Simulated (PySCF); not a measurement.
BiCl3, SMILES [Cl][Bi]([Cl])[Cl].

Geometry: PBE0-D3(BJ)/def2-SVP. The isomer is the one that the SMILES or the coordinates give; other isomers of the formula were not compared. The def2 effective core potentials stand for the cores of Bi; spin–orbit coupling is left out.

These are CAM-B3LYP/def2-TZVPD run with PySCF values and carry that method's errors.

The molecule is in vacuum.

Task: Estimate the frontier levels, gap, dipole moment and polarisability. (An estimate is asked for; the answer gives what the named calculation found.)

Result: 
| Property | Value |
|---|---|
| highest occupied level | -10.10 eV |
| lowest empty level | -1.74 eV |
| orbital gap | 8.36 eV |
| dipole moment | 4.03 D |
| quadrupole, principal values (traceless, Buckingham form, about the centre of nuclear charge) | -3.66, -3.66, 7.32 D·Å |
| mean static polarisability | 90.0 bohr³ (13.34 Å³) |
| polarisability, principal values | 73.8, 98.1, 98.1 bohr³ |
